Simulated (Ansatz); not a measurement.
`[OH][Ga]([F])[O][SiH3]` and `OB(F)O[SiH3]` differ in one element.

Ansatz, PBE0-D4/def2-TZVP geometries, multiplicity 1. Each molecule was computed in one conformer, which needn't be the lowest.

Scalar relativity is left out up to krypton.

| property | `[OH][Ga]([F])[O][SiH3]` |
| --- | --- |
| zero-point energy (PBE0-D4/def2-TZVP) / kJ/mol | 118.9 |
| size of the dipole moment (PBE/def2-TZVPP) / D | 0.88 |
| HOMO–LUMO gap (ωB97M-V/def2-TZVPP) / eV | 11.57 |
| size of the dipole moment (B3LYP/def2-TZVPP) / D | 0.81 |
| HOMO energy (B3LYP/def2-TZVPP) / eV | -8.73 |
| LUMO energy (PBE/def2-TZVPP) / eV | -2.48 |

(1) What does the change do to each property? (Estimate.)

Results:

(1) Ansatz gave: 
```json
{"property": "zero-point energy (PBE0-D4/def2-TZVP) / kJ/mol", "`OB(F)O[SiH3]`": "137.7", "shift": "18.8"}
{"property": "size of the dipole moment (PBE/def2-TZVPP) / D", "`OB(F)O[SiH3]`": "1.25", "shift": "0.37"}
{"property": "HOMO–LUMO gap (ωB97M-V/def2-TZVPP) / eV", "`OB(F)O[SiH3]`": "13.07", "shift": "1.50"}
{"property": "size of the dipole moment (B3LYP/def2-TZVPP) / D", "`OB(F)O[SiH3]`": "1.29", "shift": "0.48"}
{"property": "HOMO energy (B3LYP/def2-TZVPP) / eV", "`OB(F)O[SiH3]`": "-9.03", "shift": "-0.30"}
{"property": "LUMO energy (PBE/def2-TZVPP) / eV", "`OB(F)O[SiH3]`": "-0.84", "shift": "1.64"}
```

With PBE0 the HOMO falls by 0.30 eV and the LUMO rises by 1.52 eV, so the gap widens by about 1.82 eV. PBE moves the HOMO by -0.30 eV and ωB97M-V by -0.30 eV. Dipoles are sizes alone; their direction can turn.

B3LYP here is the variant with VWN-RPA as its local correlation; programs differ in this.
